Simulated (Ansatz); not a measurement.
Program: Ansatz. Geometries: PBE0-D4/def2-TZVP. ΔE: electronic, gas phase. CCSD(T)/CBS is the MP2 limit (def2-TZVPP, def2-QZVPP) plus CCSD(T) − MP2 in def2-TZVPP, frozen cores. Functionals use def2-TZVPP. def2 core potentials past Kr. For Ge, Sb outer-core shells are correlated without core-valence functions, which leaves a few kJ/mol of doubt a bond. Scalar relativity is left out up to krypton. Each species was taken in one conformer, which may not be the lowest.

Reaction (formal exchange of groups at the Sb–Ge bond): `C#[C][GeH2][SbH2]` + `OCS` → `S[CH2][SbH2]` + `C#[C][GeH2][OH]`

| level | ΔE (eV) |
| --- | --- |
| LDA (SPW92) | -0.07 |
| CAM-B3LYP-D4 | -0.26 |
| MP2/def2-SVP | -0.26 |
| SCS-MP2/def2-TZVPP | -0.45 |

Question: What does CCSD(T)/CBS give? (An estimate is asked.)

Answer: Ansatz gave: -0.35 eV. The listed levels differ from it by 0.28, 0.09, 0.09, -0.10 eV.

Largest T1 diagnostic among the species: 0.013.

At CCSD(T), def2-SVP lies +0.18 eV from the extrapolated value and def2-TZVPP −0.02 eV. In def2-TZVPP, CCSD(T) changes the Hartree–Fock value by −0.05 eV (the triples alone add −0.01 eV) and MP2 by −0.11 eV.
